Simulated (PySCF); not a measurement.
Ligands exchanged one at a time, B Br-OH. All species are isolated molecules in the gas phase. One relaxed conformer stands for each flexible species; it need not be the lowest. Strings in code marks are SMILES.

The T1 excitation (TDA) from two functionals at the same geometries (PBE0-D3(BJ)/def2-TZVP), both in PySCF: PBE-D3(BJ)/def2-TZVP and PBE0-D3(BJ)/def2-TZVP. Excitations are Tamm–Dancoff values on a coarser integration grid. The basis has no diffuse functions, so Rydberg states are missing or too high.

```
species                                                                                 PBE-D3(BJ)/def2-TZVP (eV)
--------------------------------------------------------------------------------------  -------------------------
0 of 3 Br replaced by OH (`BrB(Br)Br`)                                                                       4.00
1 of 3 Br replaced by OH (`OB(Br)Br` (H–O–B–Br torsion 0°))                                                  5.29
2 of 3 Br replaced by OH (`B(Br)(O)O` (H–O–B–Br torsion -180°, Br–B–O–H torsion 180°))                       5.73
3 of 3 Br replaced by OH (`OB(O)O`)                                                                          7.17
```

Q: What does PBE0-D3(BJ)/def2-TZVP give for each?

A: 
- 0 of 3 Br replaced by OH (`BrB(Br)Br`): 4.53
- 1 of 3 Br replaced by OH (`OB(Br)Br` (H–O–B–Br torsion 0°)): 5.89
- 2 of 3 Br replaced by OH (`B(Br)(O)O` (H–O–B–Br torsion -180°, Br–B–O–H torsion 180°)): 6.75
- 3 of 3 Br replaced by OH (`OB(O)O`): 8.06
Over these rows, drawn at random from the members with no instability flagged (it was tested for open shells, ions and some series alone), PBE minus PBE0-D3(BJ): mean -0.76 eV, from -1.02 eV to -0.53 eV.
